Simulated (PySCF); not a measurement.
## Where the electron goes

Species: C4H9GeP.
Geometry (PBE0-D3(BJ)/def2-SVP, Å), atoms numbered from 1 in this order:
```
atom  x, y, z in Å
P1     2.375    1.237   -1.469
Ge2    0.708    0.959    0.130
C3    -1.081    0.987   -0.702
C4    -1.576   -0.410   -0.451
C5    -0.843   -1.279    0.263
C6     0.490   -0.875    0.829
H7     2.098   -0.026   -2.079
H8     3.405    0.702   -0.635
H9     0.906    2.028    1.223
H10   -1.046    1.227   -1.778
H11   -1.737    1.743   -0.238
H12   -2.547   -0.715   -0.858
H13   -1.214   -2.295    0.441
H14    0.489   -0.893    1.932
H15    1.299   -1.549    0.505
```

Theory: TDDFT CAM-B3LYP/def2-SVPD, vertical, gas phase, core orbitals frozen in the response in PySCF. Relativistic effects, spin–orbit coupling among them, are left out although an element past zinc is present.

Frontier orbitals with the atoms that hold most of them (Löwdin shares over 4%, at most four atoms; ? is withheld):

```
orbital  ε (eV)                            atoms
 LUMO+2    1.51     C4 26%, C5 26%, C3 7%, C6 6%
 LUMO+1    1.43   P1 32%, Ge2 21%, H7 11%, H9 8%
   LUMO    0.98                                ?
   HOMO       ?    P1 27%, C5 17%, C4 17%, C6 9%
 HOMO-1   -8.61                                ?
 HOMO-2   -9.40  C3 28%, Ge2 23%, C6 12%, P1 10%
 HOMO-3  -10.21  Ge2 31%, H9 28%, P1 10%, C3 10%
```

Give the leading atoms of the LUMO.

Ge2 (bonded to 2 C, P and H) 30%; P1 (bonded to Ge and 2 H) 20%; H9 (bonded to Ge) 7%; H8 (bonded to P) 6%. By element: germanium 30%, phosphorus 20%, hydrogen 14% or more.

Give the leading atoms of the HOMO-1.

P1 (bonded to Ge and 2 H) 31%; C5 (bonded to 2 C and H) 18%; C4 (bonded to 2 C and H) 16%; C6 (bonded to C, Ge and 2 H) 9%. By element: carbon 44% or more, phosphorus 31%.

What is the HOMO energy, and the HOMO–LUMO gap?

ε(HOMO) = -8.32 eV; the gap is 9.30 eV (0.3416 hartree).

The HOMO–LUMO gap is 9.30 eV. Where does the response calculation put the lowest singlet, and from which orbitals?

S1 is at 6.44 eV (f = 0.038), 2.86 eV below the gap, made of HOMO→LUMO (44%), HOMO→LUMO+4 (14%). Without the coupling terms of the response equations the lowest excitation would equal the gap.

Next come S2 at 6.55 eV (f 0.019), HOMO→LUMO (33%), HOMO→LUMO+4 (14%), HOMO→LUMO+1 (12%); S3 at 6.68 eV (f 0.016), HOMO-1→LUMO (55%), HOMO→LUMO+3 (12%), HOMO→LUMO+1 (8%); S4 at 6.79 eV (f 0.205), HOMO→LUMO+1 (34%), HOMO-1→LUMO+1 (16%), HOMO→LUMO+4 (15%); S5 at 6.97 eV (f 0.115), HOMO→LUMO+2 (46%), HOMO→LUMO+3 (16%), HOMO→LUMO+5 (8%).

One conformer stands for the species.
